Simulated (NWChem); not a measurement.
**C$_{3}$H$_{8}$Si in NWChem**

```xyz
12

C      1.5449    -1.2482     0.0000
C      1.3984     0.2367     0.0000
C      0.2470     0.9265     0.0000
Si    -1.4774     0.1899     0.0000
H      2.1139    -1.5853     0.8828
H      2.1139    -1.5853    -0.8828
H      0.5767    -1.7714     0.0000
H      2.3438     0.7977     0.0000
H      0.3207     2.0212     0.0000
H     -1.7248    -0.6625     1.2061
H     -2.4781     1.2994     0.0000
H     -1.7248    -0.6625    -1.2061
```
Charge 0, spin multiplicity 1.

Program: NWChem. Structure: optimised with PBE0/def2-SVP, a minimum by its harmonic frequencies.

Symmetry labels belong to the abelian group Cs used in the runs, with the axes of the coordinates shown.

The Pople sets run with spherical d functions. The structure started from a generated list of species.

Task: List the lowest 4 singlet excitations that CIS/6-31+G* (spherical d) gives, with oscillator strengths.

Result: 
```csv
state,symmetry,energy (eV),wavelength (nm),f
1,a",7.13,174,0.027
2,a',7.25,171,0.614
3,a",7.88,157,0.006
4,a",8.07,154,0.005
```
